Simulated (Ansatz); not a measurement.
Ansatz (a first-principles code) input (BHLYP/def2-TZVPD):

Ansatz 0.2 input:
```yaml
crystal:
  periodic: [false, false, false]
  atoms:
    - {symbol: C, position_ang: [-2.62728107, -0.11355205, 0.08735439]}
    - {symbol: Al, position_ang: [-0.69627106, -0.02233668, 0.02182150]}
    - {symbol: Br, position_ang: [0.55562547, -1.90349128, 0.05619631]}
    - {symbol: Br, position_ang: [0.41162108, 1.94378792, -0.08806428]}
    - {symbol: H, position_ang: [-3.00641900, -0.72126708, -0.73774984]}
    - {symbol: H, position_ang: [-2.95077266, -0.59352873, 1.01435291]}
    - {symbol: H, position_ang: [-3.08122761, 0.87610298, 0.03097004]}
basis:
  gaussian:
    orbitals: def2-TZVPD
hamiltonian:
  xc: {name: BHLYP}
magnetization: {spin_polarized: true, initial_magnetization: 2}
```

Output:

```
Functional definition: BHLYP
integrals: 0.21 GiB planned
1684 factors; their error is unknown
0.32 GiB of the device are held for the grids
1.81 GiB of device memory are held for the factors and their scratch space
mean field: 1.46 GiB planned
mean field evaluation 1: about -147765.7710 eV, gradient 3.4e1 eV
mean field evaluation 2: about -147758.8562 eV, gradient 4.4e1 eV
mean field evaluation 4: about -147771.4259 eV, gradient 4.4e0 eV
mean field evaluation 8: about -147771.5843 eV, gradient 2.3e-1 eV
mean field evaluation 16: about -147772.8727 eV, gradient 3.6e-2 eV
mean field evaluation 32: about -147773.1879 eV, gradient 2.1e-1 eV
mean field -147773.18883302 eV, -5430.5645253484 hartree, gradient 9.4e-6 eV, S^2 2.011684; 6 other end points of the search recorded, 0 dependent functions left out
reference -147773.18902650 eV, -5430.5645324587 hartree; 47, 45 occupied and 174, 176 virtual orbitals, 1684 factors
Total energy: -147773.18902650 eV, -5430.5645324587 hartree
```

This state (charge 0, triplet) is run at the relaxed geometry of the species with charge 0 and multiplicity 1, and is a spin state other than that species' own.
